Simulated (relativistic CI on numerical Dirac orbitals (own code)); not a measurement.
Spin-allowed bands of a d3 ion in an octahedral site, by hand

Problem. Take Δ = 18900 cm⁻¹ and B = 570 cm⁻¹ for a d3 ion in an octahedral site. Calculate the three spin-allowed bands.

Working.
1. The terms of highest spin are 4F (energy 0) and 4P (15B = 8550 cm⁻¹). Here the F term splits into A2 at −1.2Δ = -22680, T2 at −0.2Δ = -3780 and T1 at +0.6Δ = 11340 cm⁻¹.
2. The two T1 states mix through the element 0.4Δ: H = [[11340, 7560], [7560, 8550]], with roots ½(H₁₁ + H₂₂) ∓ ½√[(H₂₂ − H₁₁)² + 4H₁₂²] = ½(19890) ∓ ½(15375) = 2257 and 17633 cm⁻¹.
3. The ground term is 4A2 at -22680 cm⁻¹.
4. Bands: 4T2 18900 cm⁻¹ (529 nm), 4T1(F) 24937 cm⁻¹ (401 nm), 4T1(P) 40313 cm⁻¹ (248 nm).

Check. Exact diagonalisation of the whole d3 shell with these parameters gives 4T2 18900, 4T1 24937, 4T1 40313 cm⁻¹. The match is exact, since without spin-orbit coupling no other term has this spin. The ratio of the second band to the first, 1.319, depends on Δ/B = 33.2 alone, which is how a Tanabe-Sugano diagram is read.
